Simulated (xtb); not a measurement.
Al(AsH2)(F)(H) (AlAsFH₃), SMILES [F][AlH][AsH2]. All values are semi-empirical tight-binding results from xtb (GFN2-xTB unless named), good for trends rather than for accurate numbers. Geometry: GFN2-xTB.

Optimised geometry:

```xyz
6

Al    -0.5391     1.2044     0.0000
As     0.0220    -1.1269     0.0000
H      1.0141    -0.6666    -1.0550
H      1.0141    -0.6666     1.0550
F      0.6829     2.3244     0.0000
H     -1.8914     1.9432     0.0000
```
Charge 0, spin multiplicity 1.

For metal compounds this method's bond lengths and energies can be far off.

point group as xtb finds it: Cs
orbital gap: 3.96 eV
zero-point energy: 13.8 kcal/mol
G − E(el) at 298.15 K (modified RRHO): -5.0 kcal/mol

Computed atomic charges and the Wiberg bond orders between heavy atoms:
charges (e) Al1 0.38, As2 0.06, H3 0.00, H4 0.00, F5 -0.27, H6 -0.17. Bond orders Al1–As2 1.12, Al1–F5 1.24.
